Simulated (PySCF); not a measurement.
These compounds are isomers of formula C7H11N3.

A. `CCc1cn(C2CC2)nn1`
B. SMILES N1=NN(C=C)C(CC)=C1C
C. `CC(c1ncc(C)nn1)C`
D. `InChI=1S/C7H11N3/c1-7(2,3)6-4-5-8-10-9-6/h4-5H,1-3H3`
E. `CC(C)(C)c1cncnn1`
F. `N1=CC(C(C)C)=C(C)N=N1`

Spectrum 1. ¹H NMR (400 MHz, computed): δ 10.00 (s, 1H), 8.96 (s, 1H), 1.52 (s, 9H). ¹³C{¹H} NMR (computed): δ 175.0 (C), 162.0 (CH), 153.0 (CH), 38.3 (C), 31.8 (CH3).

Spectrum 2. ¹H NMR (400 MHz, computed): δ 9.11 (d, 1H), 7.20 (d, 1H), 1.59 (s, 9H). ¹³C{¹H} NMR (computed): δ 175.7 (C), 153.7 (CH), 117.9 (CH), 39.3 (C), 31.1 (CH3).

Spectrum 3. ¹H NMR (400 MHz, computed): δ 7.38 (s, 1H), 3.44 (m, 1H), 2.81 (q, 2H), 1.72 (m, 2H), 1.25 (t, 3H), 1.03 (m, 2H). ¹³C{¹H} NMR (computed): δ 154.1 (C), 127.6 (CH), 32.5 (CH), 24.1 (CH2), 20.8 (CH3), 11.7 (CH2).

Spectrum 4. ¹H NMR (400 MHz, computed): δ 9.03 (s, 1H), 2.95 (s, 3H), 2.83 (sept, 1H), 1.31 (d, 6H). ¹³C{¹H} NMR (computed): δ 159.3 (C), 151.0 (CH), 142.9 (C), 30.3 (CH), 25.2 (CH3), 23.0 (CH3).

Spectrum 5. ¹H NMR (400 MHz, computed): δ 8.62 (s, 1H), 3.70 (sept, 1H), 2.89 (s, 3H), 1.44 (d, 6H). ¹³C{¹H} NMR (computed): δ 178.2 (C), 162.5 (C), 154.0 (CH), 40.4 (CH), 24.8 (CH3), 22.1 (CH3).

Spectrum 6. ¹H NMR (400 MHz, computed): δ 7.08 (m, 1H), 6.99 (m, 1H), 5.33 (m, 1H), 2.71 (q, 2H), 2.50 (s, 3H), 1.14 (t, 3H). ¹³C{¹H} NMR (computed): δ 143.9 (C), 140.0 (C), 132.2 (CH), 110.1 (CH2), 19.9 (CH2), 16.6 (CH3), 12.5 (CH3).

PySCF 2.14 calculation with PBE0/pcSseg-1 with gauge-including orbitals and coordinates at the GFN2-xTB level; averaged over atoms made equivalent by symmetry, fast rotation or ring inversion, no relativistic terms, a single conformation, in vacuum.

Shifts are taken against calculated references (same method and geometry level): ¹H (σ = 31.72 ppm) and ¹³C (σ = 186.93 ppm) vs TMS. Where no couplings were computed, multiplicities follow the n + 1 count of equivalent neighbours, and m marks all less simple cases (inequivalent or close neighbours, rings, F or P nearby). Shifts are as computed. Against solution values, carbons near 30 ppm lie about +3 ppm off and those near 130 ppm about +5 ppm. Of 1211 compounds with measured shifts, 218 miss one by over three times the rms of a fit or turn the order of signals round; such compounds aren't used in these exercises.

Question: Match each spectrum to its structure.

Answer: 1–E, 2–D, 3–A, 4–F, 5–C, 6–B.

- Spectrum 1 (E): 5 ¹³C signals; δC 153.0 is an aromatic CH next to a ring nitrogen; δC 38.3 is a quaternary sp3 carbon on an aromatic ring.
- Spectrum 2 (D): 5 ¹³C signals; δC 153.7 is an aromatic CH next to a ring nitrogen; δC 39.3 is a quaternary sp3 carbon on an aromatic ring.
- Spectrum 3 (A): 6 ¹³C signals; δC 32.5 is a three-membered-ring carbon; δC 24.1 is an sp3 CH2 on an aromatic ring.
- Spectrum 4 (F): 6 ¹³C signals; δC 151.0 is an aromatic CH next to a ring nitrogen; δC 30.3 is an sp3 CH on an aromatic ring.
- Spectrum 5 (C): 6 ¹³C signals; δC 154.0 is an aromatic CH next to a ring nitrogen; δC 40.4 is an sp3 CH on an aromatic ring.
- Spectrum 6 (B): 7 ¹³C signals; δC 132.2 is an alkene CH; δC 110.1 is a terminal =CH2 carbon.
